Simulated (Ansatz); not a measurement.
`FC(Cl)Br` + HBr → `FC(Br)Br` + HCl  (substitution at a C–Cl bond)

Computed with Ansatz on PBE0-D4/def2-TZVP structures; ΔE is electronic, products minus reactants. CCSD(T)/CBS is the MP2 limit (def2-TZVPP, def2-QZVPP) plus CCSD(T) − MP2 in def2-TZVPP, frozen cores. This one scheme is used for every species. DFT in def2-TZVPP. B3LYP here is the variant with VWN-RPA as its local correlation; programs differ in this. HSE06 is defined as in plane-wave codes. For Br outer-core shells are correlated without core-valence functions, which leaves a few kJ/mol of doubt a bond. Scalar relativity is left out up to krypton.

```json
{"level": "PBE0-D4", "ΔE (kcal/mol)": "0.0", "difference from CCSD(T)/CBS": "0.6"}
{"level": "B3LYP-D4", "ΔE (kcal/mol)": "-0.3", "difference from CCSD(T)/CBS": "0.3"}
{"level": "HSE06-D4", "ΔE (kcal/mol)": "-0.1", "difference from CCSD(T)/CBS": "0.5"}
{"level": "ωB97X-V", "ΔE (kcal/mol)": "0.2", "difference from CCSD(T)/CBS": "0.8"}
{"level": "ωB97M-V", "ΔE (kcal/mol)": "0.1", "difference from CCSD(T)/CBS": "0.7"}
{"level": "B3LYP", "ΔE (kcal/mol)": "0.0", "difference from CCSD(T)/CBS": "0.6"}
{"level": "r2SCAN0", "ΔE (kcal/mol)": "0.2", "difference from CCSD(T)/CBS": "0.8"}
{"level": "BHLYP", "ΔE (kcal/mol)": "0.4", "difference from CCSD(T)/CBS": "1.0"}
{"level": "HF/def2-SVP", "ΔE (kcal/mol)": "1.9", "difference from CCSD(T)/CBS": "2.5"}
{"level": "MP2/def2-SVP", "ΔE (kcal/mol)": "1.2", "difference from CCSD(T)/CBS": "1.8"}
{"level": "CCSD(T)/def2-SVP", "ΔE (kcal/mol)": "1.7", "difference from CCSD(T)/CBS": "2.3"}
{"level": "HF/def2-TZVPP", "ΔE (kcal/mol)": "0.8", "difference from CCSD(T)/CBS": "1.4"}
{"level": "CCSD(T)/def2-TZVPP", "ΔE (kcal/mol)": "-0.7", "difference from CCSD(T)/CBS": "-0.1"}
{"level": "HF/def2-QZVPP", "ΔE (kcal/mol)": "0.8", "difference from CCSD(T)/CBS": "1.4"}
{"level": "SCS-MP2/def2-QZVPP", "ΔE (kcal/mol)": "-0.8", "difference from CCSD(T)/CBS": "-0.2"}
{"level": "MP2/CBS(def2)", "ΔE (kcal/mol)": "-1.0", "difference from CCSD(T)/CBS": "-0.4"}
{"level": "CCSD(T)/CBS", "ΔE (kcal/mol)": "-0.6", "difference from CCSD(T)/CBS": "0"}
```

Largest T1 diagnostic among the species: 0.009.

In def2-TZVPP, CCSD(T) changes the Hartree–Fock value by −1.5 kcal/mol (the triples alone add −0.1 kcal/mol) and MP2 by −2.0 kcal/mol. Leaving LDA and LC-ωPBE aside and taking each functional with its dispersion term where it has one, the values, not all of them listed here, spread over 0.8 kcal/mol, from BLYP-D4 to CAM-B3LYP-D4.
